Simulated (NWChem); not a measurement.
All runs are NWChem calculations. System: FNa, charge 0, spin multiplicity 1, at a geometry optimised with PBE0/def2-SVP. The structure started from a generated list of species. Level: G0W0@PBE/def2-TZVPP, RI basis def2-tzvpp-rifit.

Job file:

```
start mol
memory heap 200 mb stack 700 mb global 1700 mb
geometry units angstroms nocenter noautoz
  Na     0.000000     0.000000    -0.849713
  F      0.000000     0.000000     1.038538
  symmetry group C2v
end
basis spherical
  * library def2-tzvpp
end
basis "ri basis" bse spherical
  * library def2-tzvpp-rifit
end
dft
  xc xpbe96 cpbe96
  iterations 100
  direct
  tolerances tight
end
task dft energy
gw
  states alpha occ 4 vir 2
end
task dft gw
```

Part of the output:

```
             Northwest Computational Chemistry Package (NWChem) 7.3.0
             --------------------------------------------------------

                                NWChem Input Module
                                -------------------

 Scaling coordinates for geometry "geometry" by  1.889725989
 (inverse scale =  0.529177249)

 Turning off AUTOSYM since
 SYMMETRY directive was detected!

                             Geometry "geometry" -> ""
                             -------------------------

 Output coordinates in angstroms (scale by  1.889725989 to convert to a.u.)

  No.       Tag          Charge          X              Y              Z
 ---- ---------------- ---------- -------------- -------------- --------------
    1 Na                  11.0000     0.00000000     0.00000000    -0.84971300
    2 F                    9.0000     0.00000000     0.00000000     1.03853800

 Effective nuclear repulsion energy (a.u.)      27.7444829374

            Nuclear Dipole moment (a.u.)
            ----------------------------
        X                 Y               Z
 ---------------- ---------------- ----------------
     0.0000000000     0.0000000000    -0.0000018897

      Symmetry information
      --------------------

 Group name             C2v
 Group number             16
 Group order               4
 No. of unique centers     2

      Symmetry unique atoms

     1    2


 Summary of "ao basis" -> "" (spherical)
 ------------------------------------------------------------------------------
       Tag                 Description            Shells   Functions and Types
 ---------------- ------------------------------  ------  ---------------------
 *                         def2-tzvpp                 on all atoms

 new library libraries.bse/

 Summary of "ri basis" -> "" (spherical)
 ------------------------------------------------------------------------------
       Tag                 Description            Shells   Functions and Types
 ---------------- ------------------------------  ------  ---------------------
 *                      def2-tzvpp-rifit              on all atoms

  pbe96 is a nonlocal functional; adding pw91lda local functional.

                                 NWChem DFT Module
                                 -----------------

 Summary of "ao basis" -> "ao basis" (spherical)
 ------------------------------------------------------------------------------
       Tag                 Description            Shells   Functions and Types
 ---------------- ------------------------------  ------  ---------------------
 Na                        def2-tzvpp               12       32   5s4p3d
 F                         def2-tzvpp               11       31   5s3p2d1f

 Summary of "ao basis" -> "ao basis" (spherical)
 ------------------------------------------------------------------------------
       Tag                 Description            Shells   Functions and Types
 ---------------- ------------------------------  ------  ---------------------
 Na                        def2-tzvpp               12       32   5s4p3d
 F                         def2-tzvpp               11       31   5s3p2d1f

      Symmetry analysis of basis
      --------------------------

        a1         29
        a2          6
        b1         14
        b2         14

            General Information
            -------------------
          SCF calculation type: DFT
          Wavefunction type:  closed shell.
          No. of atoms     :     2
[...]
    31     -0.051015  1 Na d  1               6     -0.045748  1 Na px
    12      0.045296  1 Na px

 Vector   10  Occ=2.000000D+00  E=-1.838344D-01  Symmetry=b2
              MO Center= -1.8D-31, -9.7D-16,  1.0D+00, r^2= 6.7D-01
   Bfn.  Coefficient  Atom+Function         Bfn.  Coefficient  Atom+Function
  ----- ------------  ---------------      ----- ------------  ---------------
    39      0.483182  2 F  py                42      0.377031  2 F  py
    45      0.312266  2 F  py                16      0.065845  1 Na py
    29      0.051015  1 Na d -1               7     -0.045748  1 Na py
    13      0.045296  1 Na py

 Vector   11  Occ=0.000000D+00  E=-7.358014D-02  Symmetry=a1
              MO Center=  4.9D-15,  1.2D-14, -1.8D+00, r^2= 5.4D+00
   Bfn.  Coefficient  Atom+Function         Bfn.  Coefficient  Atom+Function
  ----- ------------  ---------------      ----- ------------  ---------------
     4      0.646000  1 Na s                  5      0.335335  1 Na s
    17     -0.231672  1 Na pz                14     -0.200635  1 Na pz
     3     -0.191868  1 Na s                  8      0.098475  1 Na pz
    40      0.088070  2 F  pz                43      0.073449  2 F  pz
     2      0.057718  1 Na s                 46      0.048143  2 F  pz

 Vector   12  Occ=0.000000D+00  E= 3.640174D-03  Symmetry=b1
              MO Center= -4.9D-15, -7.7D-31, -1.1D+00, r^2= 1.0D+01
   Bfn.  Coefficient  Atom+Function         Bfn.  Coefficient  Atom+Function
  ----- ------------  ---------------      ----- ------------  ---------------
    12      0.876068  1 Na px                15      0.158635  1 Na px
    31      0.131869  1 Na d  1               6     -0.105112  1 Na px
    38     -0.084820  2 F  px                44     -0.067058  2 F  px
    41     -0.063221  2 F  px

 Vector   13  Occ=0.000000D+00  E= 3.640174D-03  Symmetry=b2
              MO Center= -2.1D-30, -1.4D-14, -1.1D+00, r^2= 1.0D+01
   Bfn.  Coefficient  Atom+Function         Bfn.  Coefficient  Atom+Function
  ----- ------------  ---------------      ----- ------------  ---------------
    13      0.876068  1 Na py                16      0.158635  1 Na py
    29     -0.131869  1 Na d -1               7     -0.105112  1 Na py
    39     -0.084820  2 F  py                45     -0.067058  2 F  py
    42     -0.063221  2 F  py

 center of mass
 --------------
 x =   0.00000000 y =   0.00000000 z =   0.00881348

 moments of inertia (a.u.)
 ------------------
         132.446986505747           0.000000000000           0.000000000000
           0.000000000000         132.446986505747           0.000000000000
           0.000000000000           0.000000000000           0.000000000000

     Multipole analysis of the density
     ---------------------------------

     L   x y z        total         alpha         beta         nuclear
     -   - - -        -----         -----         ----         -------
     0   0 0 0     -0.000000    -10.000000    -10.000000     20.000000

     1   1 0 0     -0.000000     -0.000000     -0.000000      0.000000
     1   0 1 0     -0.000000     -0.000000     -0.000000      0.000000
     1   0 0 1     -2.910090     -1.455044     -1.455044     -0.000002

     2   2 0 0     -7.852444     -3.926222     -3.926222      0.000000
     2   1 1 0     -0.000000     -0.000000     -0.000000      0.000000
     2   1 0 1     -0.000000     -0.000000     -0.000000      0.000000
     2   0 2 0     -7.852444     -3.926222     -3.926222      0.000000
     2   0 1 1     -0.000000     -0.000000     -0.000000      0.000000
     2   0 0 2     -7.694207    -35.360290    -35.360290     63.026373

 Task  times  cpu:        1.2s     wall:        1.2s

                                NWChem Input Module
                                -------------------

                                 NWChem GW Module
                                 ----------------

                             ***********************
                             ***        GW       ***
                             ***********************

 Summary of "ri basis" -> "ri basis" (spherical)
 ------------------------------------------------------------------------------
       Tag                 Description            Shells   Functions and Types
 ---------------- ------------------------------  ------  ---------------------
 Na                     def2-tzvpp-rifit            29       99   10s8p6d5f
 F                      def2-tzvpp-rifit            22       76   8s6p4d3f1g

                 Memory Information
                 ------------------
          Available GA per process is          1700.0 MBs
          Available stack per process is        700.0 MBs
          Available heap per process is           0.0 MBs

          Peak memory in Initialization
              Peak GA per process is                  1.3 MBs
              Peak stack per process is               0.0 MBs
              Peak heap per process is                1.4 MBs
              Memory not in MA per process            0.0 MBs

          Peak memory in AFF Calculation
              Peak GA per process is                  3.8 MBs
              Peak stack per process is               2.1 MBs
              Peak heap per process is                0.0 MBs
              Memory not in MA per process            2.1 MBs

          Computing 2-center integrals
          Computing Inverse Cholesky factor
          Computing 3-center integrals
          Computing V_xc ...

          Computing Sigma_x
          Computing RPA polarizability
          Solving quasiparticle equations

                  Alpha Orbitals
          State     Energy (eV)     Error (eV)
          -----------------------------------
@GW         7        -26.185           0.005
@GW         8         -7.625           0.004
@GW         9         -7.688           0.004
@GW        10         -7.688           0.004
@GW        11         -0.065           0.004
@GW        12          1.511           0.005

   Applying  -2.6859 eV scissor-shift to rest of particle states

   Applying   1.9373 eV scissor-shift to rest of hole states

     GW Timing Statistics
   ------------------------
   Init.   :          0.0s
     ERIs  :          0.1s
     Distr.:          0.0s
     Vxc   :          0.0s
   Sigma_x :          0.0s
   RPA     :          0.0s
   Wmn     :          0.0s
   Sigma_c :          0.0s
   GW total:          0.2s

 Task  times  cpu:        0.2s     wall:        0.2s

 Total times  cpu:        1.4s     wall:        1.4s
```
